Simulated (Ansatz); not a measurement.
Input file for Ansatz (a quantum-chemistry and plane-wave program): U-CCSD(T)/def2-SVP on F (SMILES [F]).

Ansatz 0.2 input:
```yaml
crystal:
  periodic: [false, false, false]
  atoms:
    - {symbol: F, position_ang: [0.00000000, 0.00000000, 0.00000000]}
basis:
  gaussian:
    orbitals: def2-SVP
magnetization: {spin_polarized: true, initial_magnetization: 1}
correlation: {method: ccsd_t, electrons: outside_noble_gas}
scf: {omitted_lower_state_checks: [cluster_reference]}
```

The log:

```
WARN ansatz: RAYON_NUM_THREADS=4 ignored (pool sized by the plan → 4); use --threads N
Functional definition: HF
these checks for a lower state are left out or cut short: cluster_reference
integrals: 0.00 GiB planned
71 factors; integrals over basis functions are off by at most 8.0e-5 eV
mean field: 0.04 GiB planned
mean field evaluation 1: about -2701.5085 eV, gradient 7.1e0 eV
mean field evaluation 2: about -2701.5087 eV, gradient 7.1e0 eV
mean field evaluation 4: about -2701.6549 eV, gradient 6.3e-1 eV
mean field evaluation 8: about -2701.6567 eV, gradient 3.4e-4 eV
mean field evaluation 16: about -2701.6567 eV, gradient 4.3e-6 eV
mean field -2701.65666547 eV, -99.2840512072 hartree, gradient 2.3e-6 eV, S^2 0.752413; 3 other end points of the search recorded, 0 dependent functions left out
1 core orbitals not correlated
reference -2701.65666547 eV, -99.2840512072 hartree; 4, 3 occupied and 9, 10 virtual orbitals, 71 factors
second order -3.76551927 eV of doubles, -0.00000000 eV of singles
coupled cluster: 0.04 GiB planned
cycle   1  -4.01000104 eV  change   -2.4e-1 eV  update   2.1e-2
cycle   2  -4.06731400 eV  change   -5.7e-2 eV  update   5.9e-3
cycle   3  -4.07499170 eV  change   -7.7e-3 eV  update   1.8e-3
cycle   4  -4.07480909 eV  change    1.8e-4 eV  update   5.7e-4
cycle   5  -4.07488616 eV  change   -7.7e-5 eV  update   9.3e-5
cycle   6  -4.07489187 eV  change   -5.7e-6 eV  update   1.3e-5
cycle   7  -4.07489262 eV  change   -7.5e-7 eV  update   1.9e-6
perturbative correction -0.02492082 eV, -0.0009158232 hartree
Total energy: -2705.75647890 eV, -99.4347165721 hartree
Checks for a lower state left out: cluster_reference
```

Self-consistency was reached.

Cost: about 0.5 core-seconds (a rough figure).
